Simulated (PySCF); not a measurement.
All values below come from PySCF with B3LYP-D3(BJ)/def2-TZVP // r2SCAN-D4/def2-SVP. All species are isolated molecules in the gas phase. One relaxed conformer stands for a flexible species; it need not be the lowest. B3LYP has the VWN-RPA correlation part, as in Gaussian. 

Reference species: [Ta(Cl)2(NH2)3] (neutral, multiplicity 1).

* **charge on the central atom (Mulliken)**: 1.34 e
* **mean distance from the central atom to its bonded neighbours**: 2.142 Å

Changed species: [Ta(Cl)(NH2)4] (4 of 5 Cl replaced by NH2; the reference has 3 of 5 Cl replaced by NH2).

Task: Predict the effect on the charge on the central atom (Mulliken) and mean distance from the central atom to its bonded neighbours.

Result: the charge on the central atom (Mulliken) drops by 0.02 e, to 1.32 e; the mean distance from the central atom to its bonded neighbours falls by 0.057 Å, to 2.085 Å.
